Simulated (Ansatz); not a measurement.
Mulliken charges of CH4ClNOSi, SMILES `N[Si@H]1O[C@H]1Cl` from PBE/def2-TZVPP in Ansatz (PBE0-D4/def2-TZVP geometry).

```tsv
atom	x (Å)	y (Å)	z (Å)	charge (e)
N1	-0.412	-0.724	-1.388	-0.396
Si2	0.264	-0.611	0.145	0.449
O3	1.361	0.585	0.517	-0.303
C4	0.092	0.873	1.153	0.005
Cl5	-0.736	2.293	0.473	-0.152
H6	-0.743	0.076	-1.901	0.173
H7	-0.459	-1.586	-1.903	0.166
H8	0.555	-1.960	0.660	-0.060
H9	0.166	1.007	2.227	0.117
```

Question: By hand: the dipole of these point charges (1 e Å = 4.8032 D).

Answer: Σ q r = (-0.237, -0.524, -0.032) e Å, of length 0.576 e Å = 2.77 D.

Question: How does the dipole of the full density compare? (Best estimate.)

Answer: Ansatz gave: (-0.199, -0.575, -0.262) e Å, 3.18 D; the point charges give 0.87 times that, at 21° from its direction.

Point charges leave out the atoms' own dipoles, such as those of lone pairs, and Mulliken's split depends on the basis, so the two needn't agree.
